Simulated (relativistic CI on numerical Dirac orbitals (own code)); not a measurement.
## Sensitivity of the levels of W¹⁹⁺ to α and to the nuclear radius

Computed by Dirac-Coulomb-Breit CI, orbitals from a KLI potential per configuration, derivatives by finite differences, unscaled Slater integrals, QED left out (own radial code, finite nucleus).

CI space (outside the closed core [Ar] 3d10 4p6 4d10): 4s2 4f9, 4s 4f10, 4f11. Levels of other configurations are missing.

With x = (α/α₀)² − 1 an excitation energy changes as ω = ω₀ + qx; K = 2q/ω₀ is the relative enhancement. Terms are leading LS components, so labels can repeat. The field-shift factor is F = δν/δ⟨r²⟩ for the transition from the lowest level.

Lowest level 4s2 4f9 6H°_15/2.

```csv
Level,ω₀ (cm⁻¹),q (cm⁻¹),F (GHz/fm²)
4s2 4f9 6H°_13/2,12378.9,14000,0.678
4s2 4f9 6H°_11/2,17798.0,9852,0.562
4s2 4f9 6F°_9/2,21386.6,2796,0.315
4s2 4f9 6F°_11/2,21914.7,15510,0.831
4s2 4f9 6H°_9/2,24978.1,20140,1.04
4s2 4f9 6H°_7/2,28658.6,22170,1.16
4s2 4f9 6F°_7/2,30409.3,17150,0.976
4s2 4f9 6H°_5/2,32090.2,26040,1.34
4s2 4f9 6F°_5/2,35026.5,20360,1.15
4s2 4f9 6F°_3/2,35311.4,12020,0.817
4s2 4f9 6F°_1/2,38179.3,20010,1.16
4s2 4f9 4I°_15/2,40930.5,-1332,0.359
4s2 4f9 4F°_9/2,46863.1,17840,1.17
```

At this charge energies of transitions that change n are usually good to better than 1 %, and those within a shell (Δn = 0) to a few per cent. Terms inside the open d or f shell come out 10 to 20 % too wide with unscaled integrals.

Q: Which transition from the lowest level has the largest |K|?

A: 4s2 4f9 6H°_13/2 at 12378.9 cm⁻¹, K = 2.26.
